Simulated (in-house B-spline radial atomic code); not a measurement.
Results of a calculation; reference values are marked as such.
## Quantum size effects in thin Ga films (jellium)

The positive ions are smeared into a uniform slab; the electrons are solved self-consistently in the LDA (PW92) on a fine grid across the film. Stabilised jellium adds, inside the slab, the constant potential −n de/dn that makes the bulk stable at the metal's density. No lattice, so no dependence on crystal face. Atomic units unless named. The table is for plain jellium.

Ga: 3 valence electrons per atom, density 5.91 g/cm³, mass 69.72 u, so r_s = 2.19 bohr.

```csv
thickness (nm),in Fermi wavelengths,filled subbands,work function (eV),surface energy (J/m²)
0.522,1.375,3,3.647,-0.328
0.569,1.499,4,3.543,-0.287
0.616,1.625,4,3.855,-0.267
0.664,1.750,4,3.859,-0.294
0.711,1.875,4,3.673,-0.318
0.759,2.000,5,3.580,-0.288
0.806,2.126,5,3.822,-0.274
0.854,2.250,5,3.828,-0.295
0.901,2.375,5,3.688,-0.312
0.948,2.499,6,3.604,-0.289
0.996,2.625,6,3.799,-0.279
1.044,2.750,6,3.807,-0.295
1.091,2.875,6,3.699,-0.309
```

**Question.** At what steps in thickness do new subbands fill, and why?

**Answer.** λ_F = 2π/k_F = 7.170 bohr = 0.379 nm. New subbands appear by 1.5, 2, 2.5 λ_F, each within the grid step of 1/8 λ_F; the true step is half a wavelength (0.190 nm), since a level crosses E_F each time one more half wave at k_F fits across the film.

**Question.** How large is the oscillation of the work function here?

**Answer.** It runs from 3.543 to 3.859 eV over the table, 0.32 eV within the first four rows and 0.20 eV within the last four, about a thick-film value of 3.73 eV. The grid can skip the cusp where a subband opens, so the true swing can be larger; measurement on the bulk metal gives 4.32 eV. The negative surface energies are plain jellium's known failure at high density.

**Question.** The film of 11.65 bohr has subband bottoms at -13.55, -11.434, -8.304, -4.769 eV, measured from the vacuum level. Show that these levels and neutrality give the work function in the table.

**Answer.** Each subband holds (E_F − ε_j)/π electrons per bohr², spin included. Neutrality needs n L = 0.022729 × 11.65 = 0.26479, and π n L × 27.2114 = 22.636 eV. So E_F = (π n L + Σ ε_j)/4 = (22.636 + (-38.057))/4 = -3.855 eV, and the work function is 3.855 eV.
